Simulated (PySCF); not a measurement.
**Polarisability and C₆ of Mo (molybdenum, neutral)**

[Kr] 4d5 5s1, high-spin 7S determinant. All numbers are calculated (PySCF 2.14, scalar relativity through the core potential, in aug-cc-pwCVDZ-PP with ECP28MDF (6s6p5d3f, 70 functions)). Coupled (time-dependent) response in atomic units; α is the mean over directions. A double-zeta set is small for polarisabilities.

```tsv
method	mean α (bohr³)	C₆ (like pair)	S(−4)
CAM-B3LYP	80.05	813.3	4041
```

S(−4) is the Cauchy moment in α(ω) = α(0) + S(−4) ω² + …

Reference α: 87 ± 6 bohr³ (recommended; Schwerdtfeger and Nagle, table of static dipole polarizabilities (2023 update)). Published C₆: 1030 (Gould and Bucko (2016)).

α(iu) at CAM-B3LYP:

```
u (hartree)  α(iu) (bohr³)
          0          80.05
     0.0500          71.28
      0.100          54.75
      0.200          31.64
      0.300          21.16
      0.500          12.59
      0.750          8.142
       1.00          5.794
       1.50          3.400
       2.00          2.237
       3.00          1.171
       5.00         0.4754
```

A single London oscillator, α(iu) = α/(1 + u²/ω²), gives C₆ = (3/4) ω α². Matching the computed C₆ needs ω = 4 × 813.3 / (3 × 80.05²) = 0.169 hartree.

Energies and moments cover only the electrons outside the core potential.
